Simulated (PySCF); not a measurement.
## Radial density of Hg³⁶⁺ (mercury, charge +36)

B97-3, [Kr] 4d8, high-spin 3F determinant. Computed with PySCF 2.14 in an even-tempered Gaussian basis (18 s from 3.5 bohr⁻², ratio 2.5; 12 p from 4.6 bohr⁻², ratio 2.5; 9 d from 4.6 bohr⁻², ratio 2.5; 4 f from 23 bohr⁻², ratio 2.7; 3 g from 34 bohr⁻², ratio 2.7), with no relativity, point nucleus.

```
r (bohr)  4πr²ρ (e/bohr)  4πr²(ρα − ρβ)
0.000284          0.3560         0.0000
0.000478          0.9763         0.0000
0.000803           2.622         0.0000
 0.00135           6.796         0.0000
 0.00227           16.59        -0.0001
 0.00382           36.66        -0.0002
 0.00643           68.61        -0.0004
  0.0108           98.41        -0.0001
  0.0182           99.82         0.0062
  0.0306           100.4         0.0807
  0.0515           142.1         0.6345
  0.0866           123.4         2.2895
   0.146           132.1         1.4518
   0.245           60.80         1.5847
   0.412           55.98         6.4724
   0.693           4.625         0.5339
    1.17         0.01006         0.0014
```

A non-relativistic calculation at this Z misses sizeable relativistic shifts. Spin-orbit coupling is strong in this species (close to jj coupling), so the high-spin LS determinant is a model state, not a physical level.
